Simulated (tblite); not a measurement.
C₅H₉PSe.
Numbering: `[CH3:1][C:2]1=[CH:3][CH2:4][P@@H:5](=[Se:6])[CH2:7]1` (hydrogens: H8, H9, H10 on C1; H11 on C3; H12, H13 on C4; H14 on P5; H15, H16 on C7)

Computed with GFN2-xTB (tblite), gas phase: L-BFGS steps from a force-field or distance-geometry start until the largest atomic force falls under 0.01 eV/Å.

The end geometry, which sets the zero of energy:
```
atom  x, y, z in Å
C1      2.2617   -0.0787   -0.1311
C2      0.7739   -0.1368   -0.0488
C3      0.0082   -1.1245   -0.4942
C4     -1.4729   -1.0035   -0.3005
P5     -1.7053    0.7791    0.1156
Se6    -3.2277    1.3465    1.4075
C7      0.0544    1.0087    0.6151
H8      2.6580   -0.9666   -0.6164
H9      2.5745    0.8005   -0.6939
H10     2.6904   -0.0011    0.8676
H11     0.4030   -2.0089   -0.9686
H12    -2.0488   -1.2972   -1.1813
H13    -1.8238   -1.6088    0.5436
H14    -1.7163    1.3731   -1.1524
H15     0.1204    0.9410    1.7071
H16     0.4427    1.9863    0.3193
```

Question: These geometries come from the run, each turned onto the end geometry. Order them by energy, lowest first.
A.
```
atom  x, y, z in Å
C1      2.2306   -0.0269   -0.2537
C2      0.7197   -0.1113    0.0087
C3      0.0118   -1.1003   -0.3878
C4     -1.4249   -1.0419   -0.0632
P5     -1.6483    0.7524    0.0355
Se6    -3.2619    1.7421    0.5194
C7      0.0284    0.9368    0.7686
H8      2.4200   -0.1957   -1.3315
H9      2.5404    1.0088   -0.0558
H10     2.7708   -0.7544    0.3749
H11     0.4195   -1.9552   -0.9781
H12    -2.0948   -1.5200   -0.7979
H13    -1.6230   -1.4458    0.9740
H14    -1.4717    1.1779   -1.3289
H15    -0.0473    0.5937    1.8331
H16     0.4230    1.9490    0.6713
```
B.
```
atom  x, y, z in Å
C1      2.2345    0.0036   -0.2557
C2      0.7696   -0.1329    0.0000
C3      0.0001   -1.1394   -0.4151
C4     -1.4603   -1.0454   -0.0935
P5     -1.6540    0.7905   -0.0196
Se6    -3.3426    1.7026    0.7692
C7      0.0243    0.9423    0.7410
H8      2.4638   -0.2144   -1.2967
H9      2.5829    1.0078   -0.0295
H10     2.7899   -0.6999    0.3611
H11     0.3685   -1.9867   -0.9662
H12    -2.1119   -1.5371   -0.8197
H13    -1.6944   -1.4441    0.9038
H14    -1.3291    1.1134   -1.3500
H15    -0.0978    0.7052    1.8052
H16     0.4490    1.9436    0.6541
```
C.
```
atom  x, y, z in Å
C1      2.2615   -0.0799   -0.1297
C2      0.7738   -0.1292   -0.0473
C3      0.0102   -1.1191   -0.4905
C4     -1.4707   -1.0054   -0.2922
P5     -1.7078    0.7822    0.1031
Se6    -3.2183    1.3675    1.4002
C7      0.0485    1.0153    0.6098
H8      2.6402   -0.9407   -0.6783
H9      2.5804    0.8319   -0.6342
H10     2.7026   -0.0744    0.8683
H11     0.4037   -2.0045   -0.9629
H12    -2.0440   -1.3205   -1.1681
H13    -1.8096   -1.6038    0.5633
H14    -1.7206    1.3558   -1.1748
H15     0.1062    0.9388    1.7021
H16     0.4363    1.9951    0.3199
```
D.
```
atom  x, y, z in Å
C1      2.2617   -0.0844   -0.1025
C2      0.7707   -0.1205   -0.0934
C3      0.0067   -1.1213   -0.5118
C4     -1.4672   -1.0148   -0.2651
P5     -1.7159    0.7788    0.0838
Se6    -3.2063    1.3753    1.4026
C7      0.0528    1.0439    0.5356
H8      2.6707   -0.7441   -0.8634
H9      2.6215    0.9301   -0.2657
H10     2.6337   -0.4205    0.8671
H11     0.3949   -2.0184   -0.9658
H12    -2.0900   -1.3751   -1.0867
H13    -1.7473   -1.5744    0.6369
H14    -1.7720    1.3276   -1.2009
H15     0.1471    1.0163    1.6283
H16     0.4313    2.0104    0.1897
```
E.
```
atom  x, y, z in Å
C1      2.2605   -0.0417   -0.1779
C2      0.7778   -0.1452   -0.0192
C3      0.0161   -1.1681   -0.3910
C4     -1.4628   -1.0276   -0.1970
P5     -1.6923    0.7943    0.0091
Se6    -3.2696    1.5244    1.1423
C7      0.0382    1.0015    0.6151
H8      2.5587   -0.3278   -1.1837
H9      2.5842    0.9803   -0.0063
H10     2.7835   -0.6874    0.5252
H11     0.3973   -2.0775   -0.8261
H12    -2.0603   -1.4583   -1.0036
H13    -1.8022   -1.5028    0.7296
H14    -1.6123    1.2715   -1.3077
H15     0.0081    0.8989    1.7086
H16     0.4674    1.9746    0.3710
```

Answer: C (0.002 eV), D (0.027 eV), E (0.064 eV), B (0.115 eV), A (0.805 eV).

In the order of the answer:

| step | E above end (eV) | largest force (eV/Å) | rms force component (eV/Å) | rms distance from end (Å) | rms bond change (Å) | bond most changed (Å) |
| --- | --- | --- | --- | --- | --- | --- |
| 92 | 0.002 | 0.08 | 0.022 | 0.034 | 0.001 | C1–H8 +0.002 |
| 73 | 0.027 | 0.08 | 0.027 | 0.190 | 0.001 | P5–H14 -0.002 |
| 31 | 0.064 | 0.12 | 0.043 | 0.369 | 0.002 | C1–H9 -0.004 |
| 15 | 0.115 | 0.17 | 0.051 | 0.489 | 0.003 | P5–H14 +0.007 |
| 0 | 0.805 | 4.34 | 1.229 | 0.524 | 0.042 | P5=Se6 -0.122 |

The cost below is that of the whole relaxation. Time: 0.74 s. Hardware: Arm Neoverse V1, one thread, on a shared host.
